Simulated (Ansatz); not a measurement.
Geometry optimisation, UKS B3LYP-D4/def2-SVP (Ansatz 0.2.0).

Input:

```yaml
crystal:
  periodic: [false, false, false]
  atoms:
    - { symbol: Ge, position_ang: [-0.183918, 0.318685, -0.108731] }
    - { symbol: F, position_ang: [0.362151, -0.627509, 2.555747] }
    - { symbol: H, position_ang: [1.36515, 0.222956, -0.245789] }
    - { symbol: F, position_ang: [-0.703995, 1.220863, -1.532549] }
    - { symbol: H, position_ang: [-0.875657, -1.07032, -0.246385] }
    - { symbol: H, position_ang: [-0.02343, 0.041425, 3.065906] }
magnetization:
  spin_polarized: true
  initial_magnetization: 1
basis:
  gaussian: { orbitals: def2-SVP }
hamiltonian:
  xc: b3lyp
  dispersion: d4
relax:
  f_tol: 0.03
  max_steps: 50
```

Run as:

```bash
$ ansatz run input.yaml --threads 2 --pin off --max-ram 3072MiB --backend cpu --events-out ev --progress --plain --runs-dir out
```

Question: Where does it end, and by what steps?

Answer: The run converged. After 4 steps the energy has fallen by 0.003 eV; H6 moved furthest, 0.08 Å.

| step | energy less start (eV) | largest force component (eV/Å) | accepted |
| --- | --- | --- | --- |
| 0 | 0.0000 | 0.112 | yes |
| 1 | -0.0011 | 0.242 | yes |
| 2 | -0.0022 | 0.143 | yes |
| 3 | -0.0026 | 0.050 | yes |
| 4 | -0.0028 | 0.026 | yes |

```xyz
6
Properties=species:S:1:pos:R:3
Ge -0.188 0.326 -0.088
F 0.372 -0.645 2.515
H 1.362 0.234 -0.199
F -0.695 1.205 -1.530
H -0.884 -1.062 -0.199
H -0.027 0.047 2.990
```

Whether the end is a true minimum wasn't checked by a vibrational analysis.

The run took 6.7 s on 2 threads of Intel(R) Xeon(R) 6975P-C (Granite Rapids), on a shared host, peak memory 0.21 GiB.
